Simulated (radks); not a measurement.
Question: The antimony ion Sb13+ is in [Kr] 4d(3/2: 2, 5/2: 0). Calculated with a radial shooting solver on a logarithmic mesh with Libxc functionals: Dirac Kohn-Sham, PBE, spin-unpolarised, spherical densities, finite nucleus; Fermi nuclear charge, rms radius of each element as measured or else 0.836 A^(1/3) + 0.57 fm. Sub-shells are occupied by j as written (lower j first in brackets). One electron is removed from 4p1/2, 4p3/2, 4s1/2, 4d3/2 in turn, with full relaxation. Which removal costs least, and what does each cost?

Answer: 4d3/2 291.75 eV; 4p3/2 364.53 eV; 4p1/2 375.40 eV; 4s1/2 419.32 eV. The 4d3/2 electron leaves first.
